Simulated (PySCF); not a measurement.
Sn(Br)(OH)2(NH2) (BrH4NO2Sn), SMILES [NH2][Sn]([OH])([OH])[Br]. Coordinates come from a PBE0-D3(BJ)/def2-SVP optimisation. The structure was generated by enumeration; whether it is a known compound was not checked. The def2 effective core potentials stand for the cores of Sn; spin–orbit coupling is left out. One conformer was computed; it need not be the lowest.

**Question.** Give the equilibrium geometry at PBE0-D3(BJ)/def2-SVP (PySCF confirms it by a frequency run) as bond lengths and angles. (Estimate from the structure and the level; the computed values follow.)

**Answer.** Several could match; the one computed here: 
Atoms: N1 Sn2 O3 O4 Br5 H6 H7 H8 H9. Bonded distances (Å): N1–Sn2 2.015, N1–H6 1.019, N1–H7 1.020, Sn2–O3 1.969, Sn2–O4 1.966, Sn2–Br5 2.487, O3–H8 0.965, O4–H9 0.966. Bond angles (°): Sn2–N1–H6 111.1, Sn2–N1–H7 111.6, H6–N1–H7 108.1, N1–Sn2–O3 113.8, N1–Sn2–O4 111.0, N1–Sn2–Br5 107.1, O3–Sn2–O4 103.3, O3–Sn2–Br5 108.8, O4–Sn2–Br5 112.9, Sn2–O3–H8 112.1, Sn2–O4–H9 111.5.
Charge 0, spin multiplicity 1.
